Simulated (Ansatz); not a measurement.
BrH3Ti (SMILES [TiH3][Br]) moved off its minimum; all values from Ansatz (a program for electronic structure), cores frozen in correlated methods.
(charge 0, multiplicity 1)
```xyz
5

Ti     1.1911     0.1741     0.7462
Br    -0.9497     0.0693    -0.4004
H      2.2624     0.8530    -0.1802
H      0.9351     0.5818     2.2352
H      1.7663    -1.5864     0.5986
```

Forces at HF/def2-TZVPP (eV/Å):

| atom | Fx | Fy | Fz |
|---|---|---|---|
| Ti1 | -1.542 | -3.665 | -1.951 |
| Br2 | 0.533 | 0.237 | 0.319 |
| H3 | 1.204 | 1.040 | -0.547 |
| H4 | 0.129 | 0.720 | 1.768 |
| H5 | -0.323 | 1.668 | 0.411 |

Q: Give the forces (eV/Å), the total energy and the dipole at CCSD(T)/def2-TZVPPD.

A: 
```json
[
 {"atom": "Ti1", "Fx": "-1.964", "Fy": "-3.269", "Fz": "-1.900"},
 {"atom": "Br2", "Fx": "0.879", "Fy": "0.164", "Fz": "0.477"},
 {"atom": "H3", "Fx": "1.446", "Fy": "1.145", "Fz": "-0.938"},
 {"atom": "H4", "Fx": "-0.069", "Fy": "0.755", "Fz": "2.094"},
 {"atom": "H5", "Fx": "-0.292", "Fy": "1.205", "Fz": "0.267"}
]
```
Energy -3422.9046 hartree, dipole 1.82 D.
